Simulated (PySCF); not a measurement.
# How methods differ on the ionisation energy of Ge²⁺

Ge²⁺ [Ar] 3d10 4s2 (1S) → Ge³⁺ [Ar] 3d10 4s1 (2S), as a difference of total energies. Calculation: PySCF 2.14, in dyall-av3z; no relativity, point nucleus. Correlated levels: valence: [Ar] 3d10 frozen; virtual orbitals above 40 to 60 times the deepest correlated orbital energy dropped. The calculations carry no spin-orbit coupling.

| method | ionisation energy (eV) | difference from reference (eV) |
| --- | --- | --- |
| UHF | 31.719 | -2.339 |
| MP2 (valence) | 32.523 | -1.535 |
| SCS-MP2 (valence) | 32.684 | -1.374 |
| CCSD (valence) | 32.829 | -1.229 |

Reference: 34.058 eV (measured; NIST Atomic Spectra Database, ionization energies).

These non-relativistic numbers lack the scalar-relativistic shift.

With two correlated electrons CCSD is exact in that space.
